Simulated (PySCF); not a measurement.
Si(H)(Me)(NH2)2 (CH₈N₂Si), SMILES C[SiH](N)N.

The structure is a stationary point at B3LYP-D3(BJ)/def2-SVP. The values are those of a single conformer.

Computed with PBE/def2-TZVP (PySCF).

Estimate the frontier levels, gap, dipole moment and polarisability. (An estimate is asked for; the answer gives what the named calculation found.)


```
Item                                                                                                            Value
---------------------------------------------------------------------------------------------  ----------------------
highest occupied level                                                                                       -5.37 eV
lowest empty level                                                                                            0.04 eV
orbital gap                                                                                                   5.41 eV
dipole moment                                                                                                  1.99 D
quadrupole, principal values (traceless, Buckingham form, about the centre of nuclear charge)   -3.65, 0.16, 3.49 D·Å
mean static polarisability                                                                       55.8 bohr³ (8.26 Å³)
polarisability, principal values                                                               51.2, 57.9, 58.2 bohr³
```
